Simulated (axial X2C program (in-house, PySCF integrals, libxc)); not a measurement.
## BeBr⁻ at several levels of theory

Calculated with an axial X2C code built on PySCF integrals. Spin-free means the one-electron spin-free X2C Hamiltonian; two-component (2c) means X2C with spin–orbit coupling and atomic mean-field two-electron Coulomb and Gaunt terms, so the difference of the two also holds small scalar two-electron terms. Basis: Br dyall-acv3z [9s10p7d5f1g], Be dyall-av3z [9s9p4d2f] (cores contracted in-house); Gaussian nuclei, density fitting, unrestricted open shells. Masses: Br 78.918 u, Be 9.012 u.

State, spin-free: M_S = 0, Λ = 0 (closed shell); electrons by block: σα: 10, σβ: 10, π+α: 4, π+β: 4, π-α: 4, π-β: 4, δ+α: 1, δ+β: 1, δ-α: 1, δ-β: 1. Fragments: Br- + Be.

State, 2c: Ω = 0 (closed shell); electrons by block: 1/2: 14, -1/2: 14, 3/2: 5, -3/2: 5, 5/2: 1, -5/2: 1. Fragments: Br- + Be.

```tsv
Hamiltonian	level	Re (Å)	ωe (cm⁻¹)	ωexe (cm⁻¹)	Be (cm⁻¹)	De (eV)	k (mdyn/Å)	μ (D)
2c	PBE0	2.125	440.5	6.12	0.4617	1.35	0.925	-8.07
2c	HF	2.153	421.4	7.69	0.4497	0.920	0.846	-8.43
2c	MP2	2.116	457.6	6.92	0.4656	1.25	0.998	n/a
2c	CCSD	2.137	437.0	7.26	0.4565	1.11	0.91	n/a
2c	CCSD(T)	2.134	440.7	7.01	0.4578	1.18	0.926	n/a
2c	r2SCAN0	2.125	442.3	6.18	0.4616	1.35	0.932	-8.25
```

Spin-free values that have a 2c row agree with it to the digits that matter (0.001 Å, 0.01 eV) and are not repeated.

Correlated methods: 10 electrons correlated (number of frozen shells: Br 3 s, 2 p, 1 d; Be 1 s), 254 virtual spin orbitals or spinors in MP2, 90 natural virtuals in coupled cluster.

Dipoles are positive if Be is the positive end and refer to the centre of mass.

One determinant describes the state; a PBE0 search over occupations chose it and may have missed a lower one. De is counted from the lowest determinant-based energies of the atoms at the same level, without counterpoise correction. CCSD and (T) use frozen natural virtuals with an MP2 correction for the truncation; (T) itself is uncorrected, so its De runs slightly low. The highest occupied level of some functionals is positive through self-interaction error; at Hartree–Fock it is bound. Hartree–Fock gets electron affinities wrong, so its lowest charge split need not be the true one.

Rough cost a point (2c) on 1 thread(s) of a shared host, integrals apart: PBE0 0.8 s, HF 0.5 s, CCSD(T) 3 s, r2SCAN0 1.3 s.

The whole task took 2.1 min on 1 thread of Arm Neoverse V2, on a shared host.
